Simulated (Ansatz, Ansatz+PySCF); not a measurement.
```xyz
2

N     0.0250   -0.0126   -0.5075
N    -0.0009   -0.0490    0.5392
```

Basis set: def2-SVP (spherical functions). Correlated methods keep 2 orbitals frozen. Charge 0, multiplicity 1.

Computed with Ansatz (development build ahead of 0.2.0); each method stands on the lowest determinant of its kind that the runs found. Restricted open shells among the atoms or ions are ROHF, correlated in semicanonical orbitals with singles. Restricted functionals stand beside restricted open-shell atoms, which can lie above the unrestricted atoms usual in DFT and then raise those values.

The atomization energy at this shape (free ground-state atoms in the same class of orbitals less the molecule, no zero-point energy) of singlet N₂:

```
               method  atomization energy
   ωB97X (restricted)        934.5 kJ/mol
 ωB97X (unrestricted)        917.0 kJ/mol
  r²SCAN (restricted)        897.6 kJ/mol
r²SCAN (unrestricted)        884.9 kJ/mol
     PBE (restricted)        990.2 kJ/mol
   PBE (unrestricted)        984.6 kJ/mol
  PBE0 (unrestricted)        915.3 kJ/mol
    PBE0 (restricted)        922.4 kJ/mol
             RHF-CCSD        815.2 kJ/mol
              RHF-MP2        881.3 kJ/mol
              UHF-MP2        878.7 kJ/mol
                  RHF        487.7 kJ/mol
                  UHF        468.7 kJ/mol
```

**Question.** What does RHF-CCSD(T) give?

**Answer.** 839.5 kJ/mol. Caution: the shape is not the minimum.
